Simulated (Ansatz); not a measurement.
`Cl[Si]Cl` + `[SiH3]N[SiH3]` → `[SiH3]N([SiH3])[Si]Cl` + HCl at 600 K and 1 bar (ligand exchange at the Si–Cl bond).

Program: Ansatz. Geometries: PBE0-D4/def2-TZVP. ΔE: electronic, gas phase. CBS: MP2 limit from def2 TZ/QZ plus the TZ coupled-cluster correction, frozen cores. This one scheme is used for every species. Each species was taken in one conformer, which may not be the lowest.

```tsv
species	CCSD(T)/CBS energy (Eh)	H − E (kJ/mol)	S (J/(mol·K))
`Cl[Si]Cl`	-1208.69388	36.3	319.6
`[SiH3]N[SiH3]`	-637.10515	230.1	420.5
`[SiH3]N([SiH3])[Si]Cl`	-1385.41346	227.8	490.0
HCl	-460.38127	35.4	207.2
```

H − E and S are ideal-gas, rigid-rotor, harmonic terms from PBE0-D4/def2-TZVP, for one conformer and one mirror image of each species. 1 Eh = 2625.50 kJ/mol, R = 8.31446 J/(mol·K).

**Question.** By hand: ΔE, ΔH, ΔS and ΔG.

**Answer.** ΔE = (-1385.41346) + (-460.38127) − (-1208.69388) − (-637.10515) = 0.00430 Eh = 11.3 kJ/mol. Δ(H − E) = 227.8 + 35.4 − 36.3 − 230.1 = -3.2, so ΔH = 8.1 kJ/mol. ΔS = 490.0 + 207.2 − 319.6 − 420.5 = -42.9 J/(mol·K). ΔG = 8.1 − 600 × (-42.9)/1000 = 33.8 kJ/mol.

**Question.** By hand: the equilibrium constant, and the temperature at which ΔG would vanish if ΔH and ΔS stayed fixed.

**Answer.** log₁₀ K = −ΔG/(RT ln 10) = -2.9. ΔH and −TΔS have one sign here, so there is no such temperature.

TΔS isn't small against ΔH here. A doubt of 5 kJ/mol in ΔE shifts log₁₀ K by 0.4 here. Other conformers and mirror images would add mixing entropy, several J/(mol·K) or more a flexible species. Modes under 60 cm⁻¹, often nearly free rotors, make the harmonic entropy too high. These are equilibria of isolated gas molecules and say nothing of rates. Largest T1 diagnostic: 0.013 (customary marks: 0.02 for closed shells, 0.045 for open ones).
